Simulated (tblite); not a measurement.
Compound: C4H8ClSi (doublet state).
Atom-mapped SMILES: `[CH2:1]=[CH:2][C@H:3]([Cl:4])[CH:5][SiH3:6]` (hydrogens: H7, H8 on C1; H9 on C2; H10 on C3; H11 on C5; H12, H13, H14 on Si6)

Structure optimised with GFN2-xTB, isolated species. This method treats the open shell by occupation alone, without spin polarisation.

Task: Give the optimised bond lengths and angles.

Result: 
```json
{"bond": "C1=C2", "length (Å)": "1.321", "order": "double"}
{"bond": "C2–C3", "length (Å)": "1.484", "order": "single"}
{"bond": "C3–Cl4", "length (Å)": "1.900", "order": "single"}
{"bond": "C3–C5", "length (Å)": "1.446", "order": "single"}
{"bond": "C5–Si6", "length (Å)": "1.859", "order": "single"}
{"bond": "C1–H7", "length (Å)": "1.078", "order": "single"}
{"bond": "C1–H8", "length (Å)": "1.076", "order": "single"}
{"bond": "C2–H9", "length (Å)": "1.081", "order": "single"}
{"bond": "C3–H10", "length (Å)": "1.090", "order": "single"}
{"bond": "C5–H11", "length (Å)": "1.081", "order": "single"}
{"bond": "Si6–H12, Si6–H13, Si6–H14", "length (Å)": "1.465", "order": "single"}
```

Bonds in one row agree within 0.01 Å and their mean is given. Orders are formal, as drawn. A selection of angles:
```json
{"angle": "C2–C1–H7", "degrees": "121.8"}
{"angle": "C2–C1–H8", "degrees": "121.7"}
{"angle": "H7–C1–H8", "degrees": "116.4"}
{"angle": "C1–C2–C3", "degrees": "123.5"}
{"angle": "C1–C2–H9", "degrees": "121.1"}
{"angle": "C3–C2–H9", "degrees": "115.4"}
{"angle": "C2–C3–Cl4", "degrees": "105.2"}
{"angle": "C2–C3–C5", "degrees": "115.4"}
{"angle": "C2–C3–H10", "degrees": "112.6"}
{"angle": "Cl4–C3–C5", "degrees": "105.9"}
{"angle": "Cl4–C3–H10", "degrees": "102.4"}
{"angle": "C5–C3–H10", "degrees": "113.7"}
{"angle": "C3–C5–Si6", "degrees": "123.7"}
{"angle": "C3–C5–H11", "degrees": "115.4"}
{"angle": "Si6–C5–H11", "degrees": "120.5"}
{"angle": "C5–Si6–H12", "degrees": "107.5"}
{"angle": "C5–Si6–H13", "degrees": "111.4"}
{"angle": "H12–Si6–H13", "degrees": "109.8"}
{"angle": "H12–Si6–H14", "degrees": "111.0"}
```

Dihedral angles: C1–C2–C3–Cl4 -110° (anticlinal); C2–C3–C5–Si6 -152° (antiperiplanar).

C5 (carbon bonded to C, Si and H) is planar (angles 123.7°, 120.5° and 115.4°, sum 359.6°, 0.05 Å off the plane of its three neighbours). The C–C distances run from 1.321 Å (C1=C2, drawn double) to 1.484 Å (C2–C3, drawn single), a spread of 0.163 Å. Of the pairs four or more bonds apart, H7···H10 is among the closest relative to their van der Waals radii: 2.43 Å, 101 % of the sum of Bondi's values. Si6 (silicon bonded to C and 3 H) is tetrahedral (angles from 107.5° to 111.4°). C2 (carbon bonded to 2 C and H) is planar (angles 123.5°, 121.1° and 115.4°, sum 360.0°, 0.00 Å off the plane of its three neighbours). C1 (carbon bonded to C and 2 H) is planar (angles 121.8°, 121.7° and 116.4°, sum 360.0°, 0.00 Å off the plane of its three neighbours).

Point group: C1 (no symmetry element, even within 0.4 Å). Its GFN2-xTB frequencies are all real (lowest 42 cm⁻¹). 3 starts were optimised and ended at 0.00, 0.01 and 2.04 kcal/mol (GFN2-xTB); the lowest of these is shown.

One conformer stands for the species.

These are computed values.
